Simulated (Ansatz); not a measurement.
Cs9⁻, relaxed as a singlet with RKS B3LYP/def2-SVPD in Ansatz, starting from the GFN1-xTB geometry. Force threshold 0.02 eV/Å.

In the def2 sets Cs takes a core potential; there is no spin–orbit coupling. The restricted singlet is unstable towards broken spin symmetry in Hartree–Fock (as tested in another run); at B3LYP/def2-SVPD this wasn't settled. Another isomer (singlet) lies 0.05 eV lower at PBE0/def2-TZVPD; other spin states weren't run for this one.

Start:

```xyz
9

Cs   -1.738    1.333   -1.666
Cs   -1.530    6.711   -1.983
Cs    2.258   -6.825    2.732
Cs    3.117    2.450   -3.243
Cs   -2.897    2.817    3.052
Cs   -1.967   -4.546   -1.766
Cs    2.296   -2.297   -0.401
Cs   -0.716   -2.248    2.323
Cs    1.177    2.606    0.951
```

(1) Estimate the energy that the relaxation releases and the steps that it takes.

(2) Does the start keep its bonding?

(3) Predict the relaxed structure.

Results:

(1) 0.71 eV, in 12 steps; 2.7 min on 4 threads of Arm Neoverse V2 on a shared host. The force fell under the threshold at step 9, but the optimiser went on and released 0.018 eV more. No frequencies were taken in this run, so the end may be a saddle point.

(2) Bonds lost: Cs1–Cs7, Cs1–Cs9 (atoms count from 1). Bonds formed: Cs2–Cs4, Cs2–Cs5 (atoms count from 1). Metal–metal contacts that move far: Cs1–Cs6 5.88 to 4.96 Å, Cs6–Cs8 4.85 to 5.69 Å, Cs1–Cs8 5.46 to 6.01 Å.

(3) 
```xyz
9

Cs   -2.455    0.811   -2.225
Cs   -1.598    5.948   -2.150
Cs    2.283   -6.248    2.855
Cs    2.607    2.745   -3.001
Cs   -2.732    3.031    2.632
Cs   -2.253   -4.139   -2.300
Cs    2.748   -2.195   -0.904
Cs   -1.023   -2.064    2.859
Cs    2.423    2.111    2.234
```
Bond lengths (bridged metal pairs left out): 17 × Cs–Cs 4.96 to 5.72 Å.
